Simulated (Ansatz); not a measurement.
`F[CH](Cl)[GaH][Cl]` + `BS` → `B[S][GaH][Cl]` + `FCCl` at 298.15 K and 1 bar (ligand exchange at a Ga–C bond).

Isolated molecules relaxed with PBE0-D4/def2-TZVP in Ansatz; ΔE leaves out vibrations. CCSD(T)/CBS is the MP2 limit (def2-TZVPP, def2-QZVPP) plus CCSD(T) − MP2 in def2-TZVPP, frozen cores. This one scheme is used for every species. For Ga outer-core shells are correlated without core-valence functions, which leaves a few kJ/mol of doubt a bond. Scalar relativity is left out up to krypton. Each species was taken in one conformer, which may not be the lowest.

```
             species  CCSD(T)/CBS energy (Eh)  H − E (kJ/mol)  S (J/(mol·K))
`F[CH](Cl)[GaH][Cl]`              -2982.57501            95.0          369.0
                `BS`               -424.38198            90.6          245.0
     `B[S][GaH][Cl]`              -2808.18728           101.5          350.0
              `FCCl`               -598.81139            93.0          264.2
```

H − E and S are ideal-gas, rigid-rotor, harmonic terms from PBE0-D4/def2-TZVP, for one conformer and one mirror image of each species. 1 Eh = 2625.50 kJ/mol, R = 8.31446 J/(mol·K).

Question: By hand: ΔE, ΔH, ΔS and ΔG.

Answer: ΔE = (-2808.18728) + (-598.81139) − (-2982.57501) − (-424.38198) = -0.04168 Eh = -109.4 kJ/mol. Δ(H − E) = 101.5 + 93.0 − 95.0 − 90.6 = 8.9, so ΔH = -100.5 kJ/mol. ΔS = 350.0 + 264.2 − 369.0 − 245.0 = 0.2 J/(mol·K). ΔG = -100.5 − 298.15 × (0.2)/1000 = -100.6 kJ/mol.

Question: By hand: the equilibrium constant, and the temperature at which ΔG would vanish if ΔH and ΔS stayed fixed.

Answer: log₁₀ K = −ΔG/(RT ln 10) = 17.6. ΔH and −TΔS have one sign here, so there is no such temperature. One of them is within its doubt of zero, so this could turn.

The number of gas molecules stays the same, so ΔS is small and ΔH decides. A doubt of 5 kJ/mol in ΔE shifts log₁₀ K by 0.9 here. Other conformers and mirror images would add mixing entropy, several J/(mol·K) or more a flexible species. Modes under 60 cm⁻¹, often nearly free rotors, make the harmonic entropy too high. These are equilibria of isolated gas molecules and say nothing of rates. Largest T1 diagnostic: 0.015 (customary marks: 0.02 for closed shells, 0.045 for open ones).
